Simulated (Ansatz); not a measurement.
Isolated molecules relaxed with PBE0-D4/def2-TZVP in Ansatz; ΔE leaves out vibrations. CCSD(T)/CBS adds triple-zeta CCSD(T) − MP2 to the extrapolated MP2 energy (def2 sets, frozen cores). Functionals use def2-TZVPP. B3LYP here is the variant with VWN-RPA as its local correlation; programs differ in this. For Ga, Ge outer-core shells are correlated without core-valence functions, which leaves a few kJ/mol of doubt a bond. Scalar relativity is left out up to krypton. One conformer a species, not always the lowest.

`[OH][GeH2][SiH3]` + `[NH2][GaH][SiH3]` → `[SiH3][NH][GaH][SiH3]` + `[OH][GeH3]`  (cleavage of the Si–Ge bond)

```json
{"level": "PBE-D4", "ΔE (kJ/mol)": "-24.0", "difference from CCSD(T)/CBS": "17.7"}
{"level": "r2SCAN-D4", "ΔE (kJ/mol)": "-35.3", "difference from CCSD(T)/CBS": "6.4"}
{"level": "PBE0-D4", "ΔE (kJ/mol)": "-30.7", "difference from CCSD(T)/CBS": "11.0"}
{"level": "B3LYP-D4", "ΔE (kJ/mol)": "-39.6", "difference from CCSD(T)/CBS": "2.1"}
{"level": "ωB97X-V", "ΔE (kJ/mol)": "-40.1", "difference from CCSD(T)/CBS": "1.6"}
{"level": "ωB97M-V", "ΔE (kJ/mol)": "-42.3", "difference from CCSD(T)/CBS": "-0.6"}
{"level": "B2PLYP", "ΔE (kJ/mol)": "-42.7", "difference from CCSD(T)/CBS": "-1.0"}
{"level": "PBE", "ΔE (kJ/mol)": "-22.0", "difference from CCSD(T)/CBS": "19.7"}
{"level": "r2SCAN", "ΔE (kJ/mol)": "-34.7", "difference from CCSD(T)/CBS": "7.0"}
{"level": "PBE0", "ΔE (kJ/mol)": "-29.1", "difference from CCSD(T)/CBS": "12.6"}
{"level": "B3LYP", "ΔE (kJ/mol)": "-36.5", "difference from CCSD(T)/CBS": "5.2"}
{"level": "HF/def2-TZVPP", "ΔE (kJ/mol)": "-57.2", "difference from CCSD(T)/CBS": "-15.5"}
{"level": "MP2/def2-TZVPP", "ΔE (kJ/mol)": "-50.2", "difference from CCSD(T)/CBS": "-8.5"}
{"level": "SCS-MP2/def2-TZVPP", "ΔE (kJ/mol)": "-52.4", "difference from CCSD(T)/CBS": "-10.7"}
{"level": "CCSD/def2-TZVPP", "ΔE (kJ/mol)": "-45.4", "difference from CCSD(T)/CBS": "-3.7"}
{"level": "CCSD(T)/def2-TZVPP", "ΔE (kJ/mol)": "-44.2", "difference from CCSD(T)/CBS": "-2.5"}
{"level": "HF/def2-QZVPP", "ΔE (kJ/mol)": "-58.5", "difference from CCSD(T)/CBS": "-16.8"}
{"level": "MP2/def2-QZVPP", "ΔE (kJ/mol)": "-49.2", "difference from CCSD(T)/CBS": "-7.5"}
{"level": "SCS-MP2/def2-QZVPP", "ΔE (kJ/mol)": "-51.7", "difference from CCSD(T)/CBS": "-10.0"}
{"level": "HF/CBS(def2)", "ΔE (kJ/mol)": "-58.7", "difference from CCSD(T)/CBS": "-17.0"}
{"level": "MP2/CBS(def2)", "ΔE (kJ/mol)": "-47.7", "difference from CCSD(T)/CBS": "-6.0"}
{"level": "CCSD/CBS(def2)", "ΔE (kJ/mol)": "-42.8", "difference from CCSD(T)/CBS": "-1.1"}
{"level": "CCSD(T)/CBS", "ΔE (kJ/mol)": "-41.7", "difference from CCSD(T)/CBS": "0"}
```

Largest T1 diagnostic among the species: 0.015.

The D4 term adds −3.2 kJ/mol with B3LYP and −1.7 kJ/mol with PBE0; it sums over pairs of atoms, weighted by their polarisabilities, and B3LYP, whose exchange is more repulsive, gets the larger term. From PBE to PBE0 (25 % exact exchange), in def2-TZVPP and without D4, ΔE moves by −7.1 kJ/mol.
